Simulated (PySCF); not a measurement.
Bonds (- single, = double, # triple, : aromatic): O1=C2 1.206 Å, C2-O3 1.335 Å, C2-C4 1.502 Å, C4-C5 1.523 Å, C5-Si6 1.905 Å. O3 carries H7; C4 carries H8, H9; C5 carries H10, H11; Si6 carries H12, H13, H14.

Geometry: PBE0-D3(BJ)/def2-SVP; GIAO absolute shieldings from PySCF 2.14.0 with density-fitted response routines, gas phase, non-relativistic, averaged over equivalent atoms.

At PBE0/pcSseg-1 (149 basis functions, 13 s wall time on 1 thread of an Arm Neoverse V1, shared host):
```json
{"atoms": "O1", "σ (ppm)": "-96.3"}
{"atoms": "O3", "σ (ppm)": "121.7"}
{"atoms": "C2", "σ (ppm)": "4.1"}
{"atoms": "C4", "σ (ppm)": "154.0"}
{"atoms": "C5", "σ (ppm)": "181.0"}
{"atoms": "Si6", "σ (ppm)": "414.7"}
{"atoms": "H7", "σ (ppm)": "25.48"}
{"atoms": "H12/H13/H14", "σ (ppm)": "27.23"}
{"atoms": "H8/H9", "σ (ppm)": "28.88"}
{"atoms": "H10/H11", "σ (ppm)": "30.52"}
```

Q: Predict the values at PBE0/def2-TZVP on the same geometry.

A: 
| atoms | σ at PBE0/def2-TZVP | change |
| --- | --- | --- |
| O1 | -85.3 | +11.0 |
| O3 | 126.4 | +4.7 |
| C2 | 6.0 | +1.9 |
| C4 | 155.9 | +1.9 |
| C5 | 182.3 | +1.3 |
| Si6 | 396.1 | -18.6 |
| H7 | 25.98 | +0.50 |
| H12/H13/H14 | 27.14 | -0.09 |
| H8/H9 | 28.98 | +0.10 |
| H10/H11 | 30.67 | +0.15 |

The largest change is at Si6 (silicon bonded to C, 3 H). Cost: 240 basis functions, 35 s wall time on 1 thread of an Arm Neoverse V1, shared host. The order of the carbon signals is the same at both levels.

Hydrogen bonding in solution deshields acid and N–H amide carbonyl carbons by as much as 10 ppm beyond these values.
